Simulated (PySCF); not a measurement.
Gas-phase XPS of GaCl2(tBu), computed

GaCl2(tBu), C4H9Cl2Ga.
Geometry (PBE0-D3(BJ)/def2-SVP, Å), atoms numbered from 1 in this order:
```xyz
16
C4H9Cl2Ga angstrom
Ga     0.938    1.645   -0.041
Cl     3.058    1.888    0.221
Cl    -0.140    3.483   -0.338
C     -0.020   -0.086   -0.001
C     -0.803   -0.129    1.314
C      0.978   -1.237   -0.077
C     -0.982   -0.109   -1.190
H     -1.396   -1.061    1.365
H     -0.141   -0.117    2.195
H     -1.508    0.713    1.405
H      1.693   -1.223    0.760
H      1.561   -1.218   -1.011
H      0.441   -2.202   -0.042
H     -0.450   -0.088   -2.154
H     -1.680    0.742   -1.172
H     -1.584   -1.035   -1.166
```

Theory: delta-SCF UKS SCAN, pcX-2 on the ionised atom, pcseg-1 elsewhere, spin-free X2C in PySCF. Binding energies are ΔSCF values: E(core-ionised, relaxed orbitals) − E(ground state) at a fixed geometry, referred to the vacuum level.

Q: Give the core binding energies atom by atom.

A: 
| atom(s) | bonded to | level | binding energy (eV) | 2p1/2 (eV) | above the level's lowest (eV) | count |
| --- | --- | --- | --- | --- | --- | --- |
| Cl2/Cl3 | Ga | Cl 2p3/2 | 205.34 | 206.99 | 0.00 | 2 |
| Cl2/Cl3 | Ga | Cl 1s | 2827.92 | – | 0.00 | 2 |
| C4 | 3 C and Ga | C 1s | 290.80 | – | 0.00 | 1 |
| C5/C6/C7 | C and 3 H | C 1s | 290.96 | – | +0.16 | 3 |

The 2 C 1s values lie within 0.16 eV of each other; Gaussian lines of 0.5 eV full width would blend them into one maximum.

Q: Which photon wavelength matches the Cl 2p3/2 of Cl2/Cl3 threshold?

A: λ = hc/E = 12398.42 eV Å / 205.34 eV = 60.380 Å.

Topologically equivalent atoms share the value of their first member; where this conformer doesn't relate them by symmetry, their own values could differ. The 2p values add to the ΔSCF energy of one spin-free hole a correction within the shell (spin–orbit coupling, ligand field). 2p1/2 minus 2p3/2 (ligand field included): Cl 1.65 eV. No level of gallium is listed. Geometry: PBE0-D3(BJ)/def2-SVP; no solvent, vibrations or thermal averaging.
